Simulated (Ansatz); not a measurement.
Molecule: C2H10BN2, net charge 1, singlet state. It need not be the lowest isomer of its formula. 
Coordinates optimised at B3LYP-D3(BJ)/def2-TZVP (Ansatz, a first-principles code):
```xyz
15

C      1.9080    -0.6955    -0.1633
C      0.7618    -0.3955     0.8238
B     -0.4867     0.2708     0.1832
N     -1.1874     1.3739     0.5998
N     -1.0252    -0.4097    -1.1427
H      1.6199    -1.4251    -0.9261
H      2.7628    -1.1213     0.3592
H      2.2531     0.2087    -0.6683
H      1.1288     0.2339     1.6374
H      0.4498    -1.3325     1.3044
H     -2.0058     1.7723     0.1644
H     -0.9102     1.8789     1.4294
H     -0.2900    -0.4152    -1.8547
H     -1.8484     0.0342    -1.5517
H     -1.2573    -1.3916    -0.9727
```
Charge +1, spin multiplicity 1.

Total electronic energies in hartree. Cores are frozen in the correlated levels unless marked. No spin-orbit coupling. No relativistic terms. Basis-set limits of correlation are two-point, X^-3; Hartree-Fock from the larger set. [CCSD(T)-MP2]/basis is that difference in the basis named.

```json
[
 {"level": "HF/STO-3G", "program": "Ansatz", "energy (Eh)": "-212.43591"},
 {"level": "HF/cc-pwCVTZ", "program": "Ansatz", "energy (Eh)": "-215.09775"},
 {"level": "PBE-D3(BJ)/def2-TZVPD", "program": "Ansatz + dftd3", "energy (Eh)": "-216.23144"},
 {"level": "revPBE-D3(BJ)/def2-TZVPD", "program": "Ansatz + dftd3", "energy (Eh)": "-216.47553"},
 {"level": "r2SCAN-D4/def2-TZVPD", "program": "Ansatz + dftd4", "energy (Eh)": "-216.38832"},
 {"level": "B97M-V/def2-TZVPD", "program": "Ansatz", "energy (Eh)": "-216.51095"},
 {"level": "PBE0-D4/def2-TZVPD", "program": "Ansatz + dftd4", "energy (Eh)": "-216.26215"},
 {"level": "BHLYP/def2-TZVPD", "program": "Ansatz", "energy (Eh)": "-216.39025"},
 {"level": "HSE06-D3(BJ)/def2-TZVPD", "program": "Ansatz + dftd3", "energy (Eh)": "-216.24880"},
 {"level": "HSE06-D4/def2-TZVPD", "program": "Ansatz + dftd4", "energy (Eh)": "-216.24878"},
 {"level": "HSE06/def2-TZVPD", "program": "Ansatz", "energy (Eh)": "-216.24223"},
 {"level": "LC-wPBE-D4/def2-TZVPD", "program": "Ansatz + dftd4", "energy (Eh)": "-216.39619"},
 {"level": "LC-wPBE/def2-TZVPD", "program": "Ansatz", "energy (Eh)": "-216.38690"},
 {"level": "B2PLYP-D4/def2-TZVPD", "program": "Ansatz + dftd4", "energy (Eh)": "-216.32398"},
 {"level": "RPA@PBE/cc-pVTZ", "program": "Ansatz", "energy (Eh)": "-216.51599"},
 {"level": "MP2/STO-3G", "program": "Ansatz", "energy (Eh)": "-212.68727"},
 {"level": "MP2/6-31G", "program": "Ansatz", "energy (Eh)": "-215.38704"},
 {"level": "SCS-MP2/cc-pwCVTZ", "program": "Ansatz", "energy (Eh)": "-215.99420"},
 {"level": "CCSD/cc-pVTZ", "program": "Ansatz", "energy (Eh)": "-216.02570"},
 {"level": "CCSD/cc-pVQZ", "program": "Ansatz", "energy (Eh)": "-216.08671"},
 {"level": "CCSD(T)/6-31G", "program": "Ansatz", "energy (Eh)": "-215.45110"},
 {"level": "RI-MP2/CBS(cc-pVTZ,cc-pVQZ)+[CCSD(T)-MP2]/cc-pVQZ", "program": "Ansatz", "energy (Eh)": "-216.1660"},
 {"level": "CCSD(T)/CBS(cc-pVTZ,cc-pVQZ)", "program": "Ansatz", "energy (Eh)": "-216.1614"}
]
```

Totals of different functionals don't rank their quality; only differences between species are comparable.
